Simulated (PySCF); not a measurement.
## Correlation energy of Ce⁴⁴⁺ (cerium, charge +44)

[Ne] 3s2 3p2, high-spin 3P determinant. Calculation: PySCF 2.14, in an uncontracted even-tempered set (18 s from 8.8 bohr⁻², ratio 2.5; 12 p from 11 bohr⁻², ratio 2.5; 4 d from 46 bohr⁻², ratio 2.7; 4 f from 69 bohr⁻², ratio 2.7); scalar relativity by spin-free X2C-1e. Frozen: 1s2; 12 electrons correlated; the 21 highest virtual orbitals of each spin left out.

| level | correlation energy (mhartree) |
| --- | --- |
| CCSD | -525.18 |
| (T) | -0.82 |
| CCSD(T) | -526.00 |

Diagnostics: T1 = 0.00053, D1 = 0.0023, largest double amplitude 0.048.

Question: Is a single reference adequate?

Answer: Yes, within this model without spin-orbit coupling: T1 lies below 0.03 and no double amplitude reaches 0.07.

At this charge the one-electron X2C treatment keeps the bare 1/r₁₂, with no two-electron picture change or Breit term. The effect here is smaller than on the frozen 1s shell; and a scalar Hamiltonian misses the large spin-orbit splitting of the p shells, which matters for ns² → np² pairs.

Spin-orbit coupling is strong in this species, so the high-spin LS determinant is a model state.
